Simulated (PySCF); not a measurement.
## CaCl: everyday levels beside a composite calculation

PySCF; the state is a doublet (σ ↑). The composite is CCSD(T) extrapolated to the basis-set limit from two correlation-consistent sets, with core-valence (CV) and scalar-relativistic (SR) terms as its label shows; it has no spin–orbit coupling and nothing beyond (T). Here it is CCSD(T)/CBS(DT). It gives Re = 2.447 Å, ωe = 366 cm⁻¹ and De = 4.12 eV to Ca + Cl.

| level | basis | relativity | Re (Å) | ωe (cm⁻¹) | De (eV) |
| --- | --- | --- | --- | --- | --- |
| UHF | pcseg-2 | no relativity | 2.507 | 354 | 3.59 |
| UHF-CCSD | 6-31G(d,p) | no relativity | 2.511 | 350 | 3.54 |
| LDA | def2-SVP | no relativity | 2.374 | 408 | 4.96 |
| PBE | x2c-SVPall | spin-free X2C | 2.415 | 387 | 4.46 |
| revPBE | def2-SVP | no relativity | 2.430 | 379 | 4.39 |
| r²SCAN | def2-SVP | no relativity | 2.425 | 390 | 4.75 |
| r²SCAN | 6-31G(d,p) | no relativity | 2.436 | 368 | 4.66 |
| M06-L | 6-31G(d,p) | no relativity | 2.442 | 371 | 4.39 |
| PBE0 | pcseg-2 | no relativity | 2.427 | 372 | 4.35 |
| LC-ωPBE | x2c-TZVPPall | spin-free X2C | 2.436 | 373 | 4.42 |

**Question.** Give the difference of each row from the composite.

**Answer.** 

| level | basis | ΔRe (pm) | Δωe (%) | ΔDe (eV) |
| --- | --- | --- | --- | --- |
| UHF | pcseg-2 | +6.0 | -3.3 | -0.53 |
| UHF-CCSD | 6-31G(d,p) | +6.4 | -4.4 | -0.58 |
| LDA | def2-SVP | -7.3 | +11.5 | +0.84 |
| PBE | x2c-SVPall | -3.2 | +5.7 | +0.34 |
| revPBE | def2-SVP | -1.7 | +3.6 | +0.27 |
| r²SCAN | def2-SVP | -2.2 | +6.6 | +0.63 |
| r²SCAN | 6-31G(d,p) | -1.1 | +0.5 | +0.54 |
| M06-L | 6-31G(d,p) | -0.5 | +1.4 | +0.27 |
| PBE0 | pcseg-2 | -2.0 | +1.6 | +0.23 |
| LC-ωPBE | x2c-TZVPPall | -1.1 | +1.9 | +0.30 |

**Question.** Which rows come closest in De?

**Answer.** PBE0 in pcseg-2 (+0.23 eV), counted from the composite.

Correlated steps freeze 10 core orbitals. Correlated levels converge slowly with the basis: in double zeta they bind strong bonds too weakly, by up to about 1 eV, and carry superposition errors of some tenths. The state was picked by a PBE0 search and need not be the measured ground state.
